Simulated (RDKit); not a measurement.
A run for RDKit: MMFF94 on H8OSi2 (a complex), monomers drawn apart or pushed together.

```python
from rdkit import Chem
from rdkit.Chem import AllChem, rdDetermineBonds

blocks = [
'''3

O     0.76908816    0.68805834    0.74716409
H     1.57405291    0.16663466    0.65640225
H     0.17031394    0.35819565    0.06837880
''',
'''8

Si   -1.42599261   -1.81306944    5.19432021
Si   -1.41419173    0.44248758    5.84782319
H    -0.05297992   -2.29679951    4.90349475
H    -2.25406863   -2.01725807    3.97925168
H    -1.98472052   -2.68241277    6.26207086
H    -0.03291469    0.97482477    5.87530917
H    -1.97926960    0.57104260    7.21683596
H    -2.24647316    1.25884538    4.93516134
''',
]
mol = None
for b in blocks:
    f = Chem.MolFromXYZBlock(b)
    rdDetermineBonds.DetermineBonds(f, charge=0)
    mol = f if mol is None else Chem.CombineMols(mol, f)
Chem.SanitizeMol(mol)
print(Chem.MolToSmiles(Chem.RemoveHs(mol)))
ff = AllChem.MMFFGetMoleculeForceField(mol, AllChem.MMFFGetMoleculeProperties(mol), nonBondedThresh=100.0, ignoreInterfragInteractions=False)
e = ff.CalcEnergy()
print(f'MMFF94 energy {e:.6f} kcal/mol')
```

Output:

```
O.[SiH3][SiH3]
MMFF94 energy 24.289151 kcal/mol
```

The run finished.

Cost: very roughly 0.03 core-seconds.
